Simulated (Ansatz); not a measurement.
Reaction (atomization): `[OH][Sn][Br]` → Br• + H• + O• + Sn•

Computed with Ansatz on PBE0-D4/def2-TZVP structures; ΔE is electronic, products minus reactants. CCSD(T)/CBS adds triple-zeta CCSD(T) − MP2 to the extrapolated MP2 energy (def2 sets, frozen cores). This one scheme is used for every species, atoms too. Functionals use def2-TZVPP. B3LYP here is the variant with VWN-RPA as its local correlation; programs differ in this. Open shells (•) are unrestricted, without spin–orbit coupling. Spin–orbit coupling would lower the free atoms: a little for O; clearly for Br; strongly for Sn. def2 core potentials past Kr. For Br, Sn outer-core shells are correlated without core-valence functions, so the limit isn't a true one: a few kJ/mol of doubt a bond, and 10 to 20 or more in all where bonds break to atoms. Scalar relativity is left out up to krypton. Each species was taken in one conformer, which may not be the lowest.

`[OH][Sn][Br]`:

Z-matrix (Å, degrees):
```
O
Sn 1 1.975
H 1 0.962 2 114.8
Br 2 2.517 1 94.6 3 179.9
```

| level | ΔE (kJ/mol) | difference from CCSD(T)/CBS |
| --- | --- | --- |
| r2SCAN-D4 | 1201.0 | -18.5 |
| BHLYP-D4 | 1116.8 | -102.7 |
| CAM-B3LYP-D4 | 1182.8 | -36.7 |
| ωB97M-V | 1181.4 | -38.1 |
| PBE-QIDH | 1161.9 | -57.6 |
| PBE | 1223.7 | 4.2 |
| B3LYP | 1170.2 | -49.3 |
| r2SCAN0 | 1147.1 | -72.4 |
| BHLYP | 1101.0 | -118.5 |
| CAM-B3LYP | 1174.3 | -45.2 |
| CCSD/def2-SVP | 1032.0 | -187.5 |
| HF/def2-TZVPP | 744.9 | -474.6 |
| SCS-MP2/def2-TZVPP | 1169.7 | -49.8 |
| HF/def2-QZVPP | 750.5 | -469.0 |
| SCS-MP2/def2-QZVPP | 1212.8 | -6.7 |
| HF/CBS(def2) | 751.3 | -468.2 |
| CCSD(T)/CBS | 1219.5 | 0 |

Largest T1 diagnostic among the species: 0.015.

From r2SCAN to r2SCAN0 (25 % exact exchange), in def2-TZVPP and without D4, ΔE moves by −52.1 kJ/mol: exact exchange takes away binding that semilocal exchange gives to molecules. At CCSD(T), def2-SVP lies −166.0 kJ/mol from the extrapolated value and def2-TZVPP −69.4 kJ/mol: correlation converges slowly with the basis, and small sets miss more of it in the bonded molecule than in its fragments.

For atomizations the MP2-based limit and the directly extrapolated one differ by several kJ/mol either way, and by 10 to 25 for some Ge, Se and Sn compounds, so smaller differences from it don't rank the levels.
